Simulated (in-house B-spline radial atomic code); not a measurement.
Configurations of Pr5+, with energies counted from [Kr] 4d10 5s2 5p6. All numbers are computed (scalar-relativistic (X2C) CAM-B3LYP, spin-polarised, spherical fractional occupations; Fermi nucleus of rms radius 4.8919 fm) with a radial B-spline atomic code at the basis-set limit, not measured. Caution: exact exchange at fractional occupations of open shells leaves self-interaction of up to several eV. Shells without spins written out take the highest spin.

Occupations are held fixed; configurations that lie above the ionisation limit could autoionise.

```json
{"configuration": "[Kr] 4d10 4f1 5s1 5p6", "E - E(ref) (eV)": "34.127", "highest orbital": "4f up", "its <r> (bohr)": "0.9165"}
{"configuration": "[Kr] 4d10 5s(0 up, 1 down) 5p6 6s(1 up, 0 down)", "E - E(ref) (eV)": "60.098", "highest orbital": "6s up", "its <r> (bohr)": "2.781"}
{"configuration": "[Kr] 4d10 5s1 5p6 6d1", "E - E(ref) (eV)": "77.773", "highest orbital": "6d up", "its <r> (bohr)": "3.851"}
{"configuration": "[Kr] 4d9 5s2 5p6 5f1", "E - E(ref) (eV)": "170.05", "highest orbital": "5f up", "its <r> (bohr)": "2.892"}
{"configuration": "[Ar] 3d10 4s2 4p(2 up, 3 down) 4d10 5s2 5p6 6p(1 up, 0 down)", "E - E(ref) (eV)": "271.01", "highest orbital": "6p up", "its <r> (bohr)": "3.105"}
{"configuration": "[Ar] 3d9 4s2 4p6 4d10 4f1 5s2 5p6", "E - E(ref) (eV)": "949.73", "highest orbital": "4f up", "its <r> (bohr)": "0.8365"}
```

Question: Order these further configurations by energy, lowest first.
A. [Kr] 4d10 5s2 5p5 6p1
B. [Kr] 4d10 5s2 5p5 6s1
C. [Kr] 4d9 5s2 5p6 6d1
D. [Ar] 3d10 4s2 4p5 4d10 5s2 5p6 6d1
E. [Kr] 4d10 5s1 5p6 6p1

Answer: B (39.827 eV), A (48.048 eV), E (68.097 eV), C (171.86 eV), D (280.74 eV).

Question: How far above the reference does [Ar] 3d10 4s2 4p(2 up, 3 down) 4d10 5s2 5p6 5f(0 up, 1 down) lie?

Answer: 278.91 eV; its least bound orbital is 5f down with <r> = 2.886 bohr.

Question: How far above the reference does [Kr] 4d10 5s2 5p(3 up, 2 down) 6d(1 up, 0 down) lie?

Answer: 57.689 eV; its least bound orbital is 6d up with <r> = 3.865 bohr.
